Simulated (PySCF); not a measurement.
Species: C₇H₃F₃.
SMILES with atom numbers: `[CH:1]#[C:2][C:3]#[C:4]/[CH:5]=[CH:6]/[C:7]([F:8])([F:9])[F:10]` (hydrogens: H11 on C1; H12 on C5; H13 on C6)

The same species was optimised twice, with GFN2-xTB and with PBE0-D3(BJ)/def2-SVP (PySCF), and the same property calculations (PySCF, gas phase) were run on both structures.

```
     coordinate  GFN2-xTB  PBE0-D3(BJ)/def2-SVP  change
      C4–C5 (Å)     1.398                 1.413  +0.015
      C2–C3 (Å)     1.354                 1.367  +0.013
      C1≡C2 (Å)     1.206                 1.217  +0.011
      C7–F9 (Å)     1.347                 1.337  -0.010
     C7–F10 (Å)     1.347                 1.337  -0.010
      C3≡C4 (Å)     1.213                 1.222  +0.009
      C5=C6 (Å)     1.335                 1.342  +0.007
      C7–F8 (Å)     1.341                 1.334  -0.007
      C6–C7 (Å)     1.491                 1.493  +0.002
  F8–C7–F10 (°)     106.4                 107.7    +1.3
   F8–C7–F9 (°)     106.4                 107.7    +1.3
  F9–C7–F10 (°)     105.8                 107.0    +1.2
   C4–C5–C6 (°)     123.3                 124.4    +1.1
   C6–C7–F9 (°)     112.0                 110.9    -1.1
  C6–C7–F10 (°)     112.0                 110.9    -1.1
   C6–C7–F8 (°)     113.6                 112.5    -1.1
   C3–C4–C5 (°)     178.6                 178.1    -0.5
C5–C6–C7–F8 (°)         0                     0       0
```

Rotational constants: A = 5055, B = 413.1, C = 409.1 MHz (GFN2-xTB) against A = 5090, B = 408.5, C = 404.8 MHz (PBE0-D3(BJ)/def2-SVP). Point groups within 0.08 Å: Cs and Cs.

On the GFN2-xTB structure: lowest singlet, TDDFT (eV) 4.04 [CAM-B3LYP/def2-SVPD]; lowest triplet, Tamm–Dancoff (eV) 2.88 [CAM-B3LYP/def2-SVPD]; isotropic polarisability (au) 99.2 [CAM-B3LYP/def2-SVPD]; HOMO (eV) -8.68 [CAM-B3LYP/def2-SVPD]; LUMO (eV) -1.37 [CAM-B3LYP/def2-SVPD]; dipole (D) 2.76 [CAM-B3LYP/def2-SVPD]; HOMO (eV) -7.51 [PBE0/pcSseg-1]; LUMO (eV) -2.41 [PBE0/pcSseg-1]; dipole (D) 2.62 [PBE0/pcSseg-1]; GIAO shielding of C1 (ppm) 100.2 [PBE0/pcSseg-1]; GIAO shielding of C2 (ppm) 114.2 [PBE0/pcSseg-1]; GIAO shielding of C3 (ppm) 91.4 [PBE0/pcSseg-1]; GIAO shielding of C4 (ppm) 113.6 [PBE0/pcSseg-1]; GIAO shielding of C5 (ppm) 61.8 [PBE0/pcSseg-1]; GIAO shielding of C6 (ppm) 44.9 [PBE0/pcSseg-1]; GIAO shielding of C7 (ppm) 54.6 [PBE0/pcSseg-1]; GIAO shielding of F8/F9/F10 (mean) (ppm) 252.5 [PBE0/pcSseg-1].

Q: What do these properties become on the PBE0-D3(BJ)/def2-SVP structure?

A: 
```json
{"property": "lowest singlet, TDDFT (eV)", "level": "CAM-B3LYP/def2-SVPD", "on GFN2-xTB": "4.04", "on PBE0-D3(BJ)/def2-SVP": "4.02", "change": "-0.02"}
{"property": "lowest triplet, Tamm–Dancoff (eV)", "level": "CAM-B3LYP/def2-SVPD", "on GFN2-xTB": "2.88", "on PBE0-D3(BJ)/def2-SVP": "2.87", "change": "-0.01"}
{"property": "isotropic polarisability (au)", "level": "CAM-B3LYP/def2-SVPD", "on GFN2-xTB": "99.2", "on PBE0-D3(BJ)/def2-SVP": "100.2", "change": "+1.0"}
{"property": "HOMO (eV)", "level": "CAM-B3LYP/def2-SVPD", "on GFN2-xTB": "-8.68", "on PBE0-D3(BJ)/def2-SVP": "-8.63", "change": "+0.05"}
{"property": "LUMO (eV)", "level": "CAM-B3LYP/def2-SVPD", "on GFN2-xTB": "-1.37", "on PBE0-D3(BJ)/def2-SVP": "-1.32", "change": "+0.05"}
{"property": "dipole (D)", "level": "CAM-B3LYP/def2-SVPD", "on GFN2-xTB": "2.76", "on PBE0-D3(BJ)/def2-SVP": "2.49", "change": "-0.27"}
{"property": "energy, GFN2-xTB geometry as zero (kcal/mol)", "level": "CAM-B3LYP/def2-SVPD", "on GFN2-xTB": "0.0", "on PBE0-D3(BJ)/def2-SVP": "-0.8", "change": "-0.8"}
{"property": "HOMO (eV)", "level": "PBE0/pcSseg-1", "on GFN2-xTB": "-7.51", "on PBE0-D3(BJ)/def2-SVP": "-7.46", "change": "+0.05"}
{"property": "LUMO (eV)", "level": "PBE0/pcSseg-1", "on GFN2-xTB": "-2.41", "on PBE0-D3(BJ)/def2-SVP": "-2.37", "change": "+0.04"}
{"property": "dipole (D)", "level": "PBE0/pcSseg-1", "on GFN2-xTB": "2.62", "on PBE0-D3(BJ)/def2-SVP": "2.33", "change": "-0.29"}
{"property": "energy, GFN2-xTB geometry as zero (kcal/mol)", "level": "PBE0/pcSseg-1", "on GFN2-xTB": "0.0", "on PBE0-D3(BJ)/def2-SVP": "-0.3", "change": "-0.3"}
{"property": "GIAO shielding of C1 (ppm)", "level": "PBE0/pcSseg-1", "on GFN2-xTB": "100.2", "on PBE0-D3(BJ)/def2-SVP": "99.6", "change": "-0.6"}
{"property": "GIAO shielding of C2 (ppm)", "level": "PBE0/pcSseg-1", "on GFN2-xTB": "114.2", "on PBE0-D3(BJ)/def2-SVP": "113.3", "change": "-0.9"}
{"property": "GIAO shielding of C3 (ppm)", "level": "PBE0/pcSseg-1", "on GFN2-xTB": "91.4", "on PBE0-D3(BJ)/def2-SVP": "91.0", "change": "-0.4"}
{"property": "GIAO shielding of C4 (ppm)", "level": "PBE0/pcSseg-1", "on GFN2-xTB": "113.6", "on PBE0-D3(BJ)/def2-SVP": "113.2", "change": "-0.4"}
{"property": "GIAO shielding of C5 (ppm)", "level": "PBE0/pcSseg-1", "on GFN2-xTB": "61.8", "on PBE0-D3(BJ)/def2-SVP": "60.1", "change": "-1.7"}
{"property": "GIAO shielding of C6 (ppm)", "level": "PBE0/pcSseg-1", "on GFN2-xTB": "44.9", "on PBE0-D3(BJ)/def2-SVP": "42.1", "change": "-2.8"}
{"property": "GIAO shielding of C7 (ppm)", "level": "PBE0/pcSseg-1", "on GFN2-xTB": "54.6", "on PBE0-D3(BJ)/def2-SVP": "57.1", "change": "+2.5"}
{"property": "GIAO shielding of F8/F9/F10 (mean) (ppm)", "level": "PBE0/pcSseg-1", "on GFN2-xTB": "252.5", "on PBE0-D3(BJ)/def2-SVP": "259.1", "change": "+6.6"}
```

The heavy atoms differ by 0.031 Å rms after alignment. Among bonds between heavy atoms C4–C5 changes most (+0.015 Å). Changes are differences of the printed values. Neither structure is proved a minimum here.

The values belong to the conformer `[CH:1]#[C:2][C:3]#[C:4]/[CH:5]=[CH:6]/[C:7]([F:8])([F:9])[F:10]`: C5–C6–C7–F8 0°.
